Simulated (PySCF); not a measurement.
These 2 structures share the formula C2H5NO2Si. Level of theory: PBE0-D3(BJ)/def2-SVP geometry optimisation, gas phase (PySCF). One conformer each; no zero-point energy, no entropy. No frequencies were run at this level. Point groups hold within 0.08 Å.

Task: Order them by energy at this level, lowest first, and give relative energies in kcal/mol.
A. `[CH3:1][O:2][Si@H:3]([OH:4])[C:5]#[N:6]` with C1–O2–Si3–O4 162°, O2–Si3–O4–H -53°
B. `[NH2:1][C:2](=[O:3])[SiH2:4][CH:5]=[O:6]` with H–N1–C2–O3 1° and 178°, N1–C2–Si4–C5 8°, C2–Si4–C5–O6 -9°

Result: A (0.0), B (42.9).

As drawn, the lower has a C≡N group, an O–H bond and an Si–O bond, which the higher lacks; the higher has a C=O bond, an N–H bond and a C(=O)–N unit, which the lower lacks.

```
         SMILES      E (Eh)  E rel (kcal/mol)  dipole (D)  point group     A, B, C (MHz)
 CO[Si@H](O)C#N  -573.23582               0.0        2.56           C1  3131, 2700, 1582
NC(=O)[SiH2]C=O  -573.16750              42.9        2.51      near Cs  4939, 2087, 1495
```

Task: How do the relative energies change in single points at B3LYP/pcSseg-2 (no added dispersion term) on the same geometries?

Result: 
```json
{"SMILES": "CO[Si@H](O)C#N", "PBE0-D3(BJ)/def2-SVP (kcal/mol)": "0.0", "B3LYP/pcSseg-2 (kcal/mol)": "0.0", "shift": "0.0"}
{"SMILES": "NC(=O)[SiH2]C=O", "PBE0-D3(BJ)/def2-SVP (kcal/mol)": "42.9", "B3LYP/pcSseg-2 (kcal/mol)": "59.7", "shift": "+16.8"}
```

Each column counts from its own lowest isomer. The order is unchanged; the largest shift is 16.8 kcal/mol.
